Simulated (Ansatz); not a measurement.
A nudged elastic band was laid between two geometries of C3H11NOSi (17 atoms, charge 0, multiplicity 1).

Level of theory: RKS BLYP-D4/def2-SVP in Ansatz.

```json
{
 "movable images": "7",
 "climbing image": "yes",
 "spring": "5.0 eV/Å²",
 "optimiser": "quadratic models (default)",
 "start path": "IDPP",
 "force threshold": "0.05 eV/Å",
 "iteration limit": "60",
 "end points": "relaxed"
}
```

Image 0:

```xyz
17
Properties=species:S:1:pos:R:3
C 0.467 -2.381 -0.459
C 1.276 -1.065 -0.532
Si 0.569 0.319 0.545
O 1.438 1.752 0.369
C -1.197 0.852 -0.003
N -1.345 2.282 0.394
H 0.407 -2.766 0.581
H 0.921 -3.182 -1.079
H -0.575 -2.244 -0.816
H 1.328 -0.693 -1.579
H 2.330 -1.243 -0.223
H 0.541 -0.144 1.981
H 0.749 2.462 0.308
H -1.213 0.804 -1.114
H -2.016 0.179 0.350
H -2.144 2.720 -0.085
H -1.555 2.348 1.400
```

Image 8:

```xyz
17
Properties=species:S:1:pos:R:3
C 0.542 -2.323 -0.343
C 1.220 -0.950 -0.566
Si 0.388 0.476 0.376
O 1.129 1.969 0.046
C -1.417 0.787 -0.134
N -2.018 2.006 0.471
H 0.528 -2.601 0.732
H 1.067 -3.137 -0.885
H -0.511 -2.322 -0.693
H 1.221 -0.689 -1.648
H 2.291 -1.000 -0.268
H 0.455 0.192 1.861
H 2.016 2.105 0.423
H -1.468 0.878 -1.243
H -2.052 -0.092 0.113
H -1.381 2.798 0.300
H -2.029 1.902 1.497
```

What changes between the two ends?

No bond is made or broken. The height of N6 over the plane of its neighbours goes from 0.39 to -0.42 Å.

Give the energies along the band, and the barrier.

The forces met the threshold. The highest image is number 3 of 0 to 8, 0.297 eV above the first end and 0.190 eV above the last; the last end lies 0.107 eV above the first. A vibrational analysis at the climbing image gives one clearly imaginary mode, 586i cm⁻¹: a first-order saddle point.

```csv
image,path coordinate (Å),energy (eV),height of N6 over the plane of its neighbours (Å)
0,0.00,0.000,0.39
1,0.28,0.010,0.37
2,0.55,0.148,0.19
3,0.83,0.297,-0.10
4,1.31,0.198,-0.37
5,1.79,0.160,-0.41
6,2.28,0.140,-0.42
7,2.76,0.119,-0.43
8,3.24,0.107,-0.42
```

What is the geometry of the highest image?


```xyz
17
Properties=species:S:1:pos:R:3
C 0.579 -2.391 -0.417
C 1.284 -1.020 -0.543
Si 0.497 0.338 0.514
O 1.338 1.791 0.299
C -1.305 0.770 0.000
N -1.673 2.114 0.454
H 0.579 -2.754 0.632
H 1.076 -3.169 -1.032
H -0.480 -2.342 -0.745
H 1.281 -0.673 -1.600
H 2.355 -1.108 -0.258
H 0.516 -0.086 1.964
H 0.677 2.518 0.339
H -1.338 0.762 -1.110
H -2.048 -0.001 0.319
H -1.788 2.874 -0.210
H -1.569 2.376 1.432
```

What are the harmonic wavenumbers there?

586i, 50, 59, 118, 179, 210, 224, 266, 292, 355, 488, 582, 624, 674, 721, 806, 810, 865, 925, 952, 972, 984, 1003, 1056, 1210, 1219, 1236, 1267, 1360, 1394, 1400, 1437, 1441, 1541, 2099, 2879, 2945, 2946, 2980, 2985, 3013, 3017, 3516, 3569, 3638 cm⁻¹.

The band took 14 iterations and of the order of 8 core-minutes.

Time of the run: 4.2 min on 2 threads of Intel(R) Xeon(R) Platinum 8488C (Sapphire Rapids), with other jobs on the host, peak memory 0.21 GiB.
